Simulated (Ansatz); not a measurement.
AlBF2H2, SMILES `F[B](F)[AlH2]`, relaxed with RKS PBE0-D4/def2-TZVP in the Gaussian-basis code of Ansatz from a PBE-D4/def2-SVP geometry. The force threshold is 0.005 eV/Å; the program also tests the step.

The species carries charge 0 and has multiplicity 1.

Start:

```xyz
6

F    -1.604    0.217    1.412
B    -0.868   -0.457    0.521
F    -1.251   -1.719    0.304
Al    0.815    0.429   -0.490
H     2.266    0.438    0.194
H     0.642    1.091   -1.941
```

| step | energy (eV) | largest force (eV/Å) | largest move (Å) |
| --- | --- | --- | --- |
| 1 | -12735.3458 | 0.488 | 0.000 |
| 2 | -12735.3555 | 0.186 | 0.018 |
| 3 (rejected) | -12735.3533 | 0.201 | 0.024 |
| 4 | -12735.3565 | 0.104 | 0.012 |
| 5 | -12735.3568 | 0.003 | 0.016 |
| 6 | -12735.3569 | 0.012 | 0.005 |
| 7 | -12735.3569 | 0.015 | 0.008 |
| 8 | -12735.3569 | 0.012 | 0.013 |
| 9 | -12735.3569 | 0.003 | 0.003 |

End:

```xyz
6

F    -1.630    0.227    1.359
B    -0.864   -0.454    0.519
F    -1.213   -1.722    0.348
Al    0.821    0.431   -0.493
H     2.261    0.394    0.174
H     0.626    1.124   -1.907
```

It took 22 s on 2 threads of an Arm Neoverse V1 on a shared host, with 0.23 GiB of host memory at the peak.
